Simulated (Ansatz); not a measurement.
In11As11H28, a nanocrystal cut from wurtzite InAs (hydrogen-capped). Charge 0, multiplicity 1. Geometry PBE-D4/def2-SVP.

Cartesian coordinates in Å:
```
In 1.776 4.619 0.607
As 3.727 3.637 -1.074
In -1.384 3.009 2.535
As -3.692 2.153 1.379
As 0.472 2.263 0.843
In -0.687 1.455 -1.427
In 3.893 1.093 -1.952
As 1.433 0.643 -2.895
In -4.134 -0.355 0.423
As -2.048 -0.821 -1.092
In -3.338 -1.646 -3.321
In 1.477 -1.870 -3.805
As -1.035 -2.201 -4.729
As -1.338 1.143 4.532
In 2.013 0.467 2.051
As 3.793 -0.388 0.256
In -1.304 -1.549 4.170
As -3.631 -1.661 2.771
As 0.424 -1.719 2.193
In -0.682 -2.829 -0.014
In 3.885 -3.090 -0.133
As 1.515 -3.176 -1.488
H 0.834 5.709 -0.367
H 2.600 4.931 2.108
H 3.838 4.495 -2.334
H 5.117 3.978 -0.536
H -1.570 4.595 3.229
H -3.862 3.057 0.161
H -4.913 2.671 2.142
H -1.628 2.709 -2.199
H 5.203 0.816 -3.065
H 1.374 1.488 -4.170
H -5.803 -0.580 -0.019
H -4.046 -0.274 -4.120
H -4.043 -3.202 -2.990
H 2.712 -2.240 -4.974
H -1.050 -1.501 -6.089
H -1.084 -3.623 -5.290
H -2.331 1.517 5.634
H -0.078 1.450 5.337
H 2.600 0.927 3.631
H 5.121 -0.045 0.937
H -1.331 -2.457 5.648
H -4.824 -1.530 3.719
H -3.835 -3.141 2.456
H 1.356 -2.814 2.723
H -1.625 -4.241 0.396
H 5.152 -3.406 -1.283
H 3.608 -3.834 1.420
H 1.373 -4.634 -1.936
```

In the def2 sets In takes a core potential; there is no spin–orbit coupling. Single mean-field runs in def2-SVP, def2-TZVP are fitted with def2-universal-jkfit.

(1) Estimate the orbital energies around the gap (eV) in Ansatz with PBE-D4/def2-SVP, PBE-D4/def2-TZVP, r2SCAN-D4/def2-TZVP, PBE0-D4/def2-SVP, PBE0-D4/def2-TZVP.

## Answers

(1) 
```tsv
orbital	PBE-D4/def2-SVP	PBE-D4/def2-TZVP	r2SCAN-D4/def2-TZVP	PBE0-D4/def2-SVP	PBE0-D4/def2-TZVP
HOMO−5	-6.03	-6.10	-6.32	-6.96	-7.00
HOMO−4	-5.85	-5.92	-6.13	-6.76	-6.80
HOMO−3	-5.84	-5.91	-6.13	-6.76	-6.80
HOMO−2	-5.79	-5.86	-6.07	-6.69	-6.73
HOMO−1	-5.73	-5.81	-6.02	-6.65	-6.70
HOMO	-5.56	-5.64	-5.84	-6.45	-6.50
LUMO	-2.45	-2.56	-2.37	-1.71	-1.81
LUMO+1	-2.30	-2.40	-2.20	-1.61	-1.68
LUMO+2	-2.27	-2.36	-2.16	-1.60	-1.68
LUMO+3	-2.25	-2.35	-2.16	-1.57	-1.66
LUMO+4	-2.12	-2.23	-2.03	-1.43	-1.53
LUMO+5	-2.06	-2.17	-1.96	-1.36	-1.45
```
